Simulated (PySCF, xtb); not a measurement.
MgCl, SMILES [Cl][Mg+], charge +1.

xtb with GFN2-xTB at its own geometry gives an orbital gap of 2.03 eV.

Geometry: PBE0-D3(BJ)/def2-TZVPD. The multiplicity is an assumed one; other spin states were not compared.

Q: What does PBE/def2-TZVPD in PySCF give? (An estimate is asked for; the answer gives what the named calculation found.)

A: gap 2.31 eV (levels -12.69 and -10.38 eV).
